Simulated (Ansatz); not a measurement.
Born–Oppenheimer molecular dynamics of H6SeSi2 (9 atoms, charge 0, multiplicity 1). It starts at the highest image of a converged band. Of that band: Neighbouring images differ by up to 1.6 eV, so the band resolves the path poorly. A vibrational analysis at the climbing image gives one clearly imaginary mode, 655i cm⁻¹: a first-order saddle point.

These are results of RKS r2SCANh-D4/def2-SVP (Ansatz), not measurements.

* ensemble: NVE (velocity Verlet)
* time step: 0.5 fs
* steps asked: 200
* starting velocities drawn for: 300 K
* seed: 2921

First frame:

```xyz
9
Properties=species:S:1:pos:R:3
Si -1.443 1.028 -1.070
Se 1.184 0.313 -0.944
Si 0.742 -0.998 0.911
H 0.075 -0.344 -1.737
H -1.009 2.438 -1.438
H -1.423 1.252 0.440
H 1.765 -2.072 1.004
H -0.620 -1.562 0.726
H 0.818 -0.100 2.091
```

(1) How far do the bonds stretch over the last three quarters of this one trajectory? (Pairs bonded in most of those frames.)

## Answers

(1) 
```json
{"bond": "Si1–Se2", "mean (Å)": "2.367", "spread (Å)": "0.220", "shortest": "2.06", "longest": "2.73"}
{"bond": "Si1–H4", "mean (Å)": "1.536", "spread (Å)": "0.064", "shortest": "1.42", "longest": "1.67"}
{"bond": "Si1–H5", "mean (Å)": "1.515", "spread (Å)": "0.038", "shortest": "1.45", "longest": "1.60"}
{"bond": "Si1–H6", "mean (Å)": "1.547", "spread (Å)": "0.104", "shortest": "1.36", "longest": "1.74"}
{"bond": "Se2–Si3", "mean (Å)": "2.289", "spread (Å)": "0.020", "shortest": "2.25", "longest": "2.32"}
{"bond": "Si3–H7", "mean (Å)": "1.492", "spread (Å)": "0.010", "shortest": "1.47", "longest": "1.51"}
{"bond": "Si3–H8", "mean (Å)": "1.493", "spread (Å)": "0.015", "shortest": "1.47", "longest": "1.52"}
{"bond": "Si3–H9", "mean (Å)": "1.493", "spread (Å)": "0.011", "shortest": "1.47", "longest": "1.51"}
```

Mean temperature of the second half: 1765 K. The conserved energy stayed within 0.24 meV per atom of its start (net change -0.0079 meV per atom), so the integration is sound. The kinetic energy rose, since the run started high on the potential surface and went downhill. A run of 0.1 ps of so small a system gives no equilibrium averages. The orbitals stay closed-shell, which can raise the energy where a bond breaks towards radicals; this wasn't checked here.

The run took 10 min on 2 threads of Intel(R) Xeon(R) Platinum 8488C (Sapphire Rapids) (shared host), peak memory 0.26 GiB.
